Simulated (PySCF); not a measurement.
CH5GaS, SMILES [S]([GaH2])C. Coordinates come from a ωB97X-D3(BJ)/def2-SVP optimisation.

Problem. Give the equilibrium geometry at ωB97X-D3(BJ)/def2-SVP (PySCF confirms it by a frequency run) as Cartesian coordinates in Å, and its point group. (Estimate from the structure and the level; the computed values follow.)

Solution. point group Cs.
```xyz
8

Ga     0.1176     1.0209     0.0000
H     -0.8903     2.2097     0.0000
H      1.6777     1.1180     0.0000
S     -0.7425    -0.9823     0.0000
C      0.7289    -2.0627     0.0000
H      0.7063    -2.7016    -0.8940
H      0.7063    -2.7016     0.8940
H      1.6612    -1.4809     0.0000
```
